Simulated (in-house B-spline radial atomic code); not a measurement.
Ne³⁺. Computed with a B-spline radial atomic code. Model: all-electron spherical atom, spin shells full or empty, radial basis limit, no spin-orbit coupling: exact exchange with a local potential (Slater, KLI or optimised effective potential, whose far tail is KLI's), no correlation.

Exchange potential has not reached -1/r at the last radius.

The run also made RPA and GW results, which its time includes.

The Slater potential averages the orbital exchange potentials with the orbital densities as weights, KLI adds orbital constants, and the optimised effective potential minimises the exact-exchange energy among local potentials. So their energies lie above Hartree-Fock in the order OEP, KLI, Slater. All fall off as −1/r, unlike LDA and GGA exchange.

Command:
```bash
python run_gw.py task.json out
```
Settings (lengths in bohr, energies in hartree):
```
Z                      10
electrons              7
configuration          [He] 2s2 2p3
hamiltonian            nr
method                 kli
lmax                   9
spin_polarised         True
box_radius             14.14
intervals              64
```

Run time, properties included: 2.4 s on 1 thread of Arm Neoverse N1, with other jobs on the host.

Given: hamiltonian non-relativistic; mean-field start exchange-only KLI.

Computed: energy above Hartree-Fock 1.7904 millihartree; virial ratio -E/T less 1 0.000292.

```tsv
radius (bohr)	r times exchange potential up (hartree bohr)	r times exchange potential down (hartree bohr)
0.005	-0.040475	-0.042688
0.00594	-0.048048	-0.050676
0.00705	-0.056966	-0.060085
0.00836	-0.067452	-0.071149
0.00993	-0.079957	-0.084347
0.0118	-0.094753	-0.099966
0.014	-0.11199	-0.11817
0.0166	-0.13211	-0.13943
0.0197	-0.15568	-0.16435
0.0234	-0.18316	-0.19344
0.0278	-0.21482	-0.22699
0.033	-0.25069	-0.26507
0.0391	-0.29048	-0.30742
0.0465	-0.33528	-0.35528
0.0551	-0.38243	-0.4059
0.0655	-0.43245	-0.46001
0.0777	-0.48168	-0.51387
0.0922	-0.52785	-0.56537
0.109	-0.56642	-0.60984
0.13	-0.59568	-0.64592
0.154	-0.60923	-0.66569
0.183	-0.60768	-0.6658
0.217	-0.59929	-0.64036
0.258	-0.60988	-0.58256
0.306	?	?
0.364	-0.7902	-0.47502
0.432	-0.93292	-0.55145
0.512	-1.074	-0.66385
0.608	-1.199	-0.76515
0.722	?	?
0.857	-1.3424	-0.90966
1.02	-1.3478	-0.95353
1.21	-1.3155	-0.97932
1.43	-1.262	-0.99219
1.7	-1.1991	-0.99773
2.02	-1.1403	-0.9995
2.4	-1.0915	-0.99992
```

Question: What belongs in the row 0.306?

Answer: r times exchange potential up (hartree bohr): -0.67185; r times exchange potential down (hartree bohr): -0.50436.

Question: What belongs in the row 0.722?

Answer: r times exchange potential up (hartree bohr): -1.292; r times exchange potential down (hartree bohr): -0.84715.

```csv
occupied,level (hartree),Hartree-Fock level (hartree)
1s up,-34.06,-35.939
1s down,-34.284,-35.714
2s up,-4.4481,-4.6569
2s down,?,?
2p up,-3.6185,-3.6193
```

Question: What belongs in the row 2s down?

Answer: level (hartree): -3.9222; Hartree-Fock level (hartree): -3.9234.

| empty | level (hartree) |
| --- | --- |
| 2p down | -3.0823 |
| 3s up | -1.416 |
| 3s down | -1.3085 |
| 3p up | -1.2165 |
| 3p down | ? |
| 3d up | ? |
| 3d down | -0.90761 |
| 4s up | -0.69219 |
| 4s down | -0.66063 |

Question: What belongs in the row 3p down?

Answer: level (hartree): -1.1178.

Question: What belongs in the row 3d up?

Answer: level (hartree): -1.0018.

The highest level, 2p up, differs from Hartree-Fock by +0.021 eV and the deepest, 1s down, by +38.9 eV: a local potential can match the highest level but can't give each shell its own exchange.
